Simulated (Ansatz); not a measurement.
Ansatz results at the PBE0-D4/def2-TZVP geometry: size of the dipole moment (ωB97M-V/def2-TZVPP) 2.78 D; HOMO energy (PBE0/def2-TZVPP) -6.33 eV; HOMO–LUMO gap (PBE0/def2-TZVPP) 5.38 eV.

Each molecule was computed in one conformer, which needn't be the lowest.

**Question.** Which molecule gave them?
A. `CS[CH](O)[InH2]`
B. `O[SiH2]OBF`
C. `BrB1CC1`
D. `C[CH2][In]([OH])[SH]`

**Answer.** A. The others give `BrB1CC1`: 0.88, -7.20, 5.90; `O[SiH2]OBF`: 2.18, -9.24, 9.32; `C[CH2][In]([OH])[SH]`: 3.35, -7.24, 6.31.
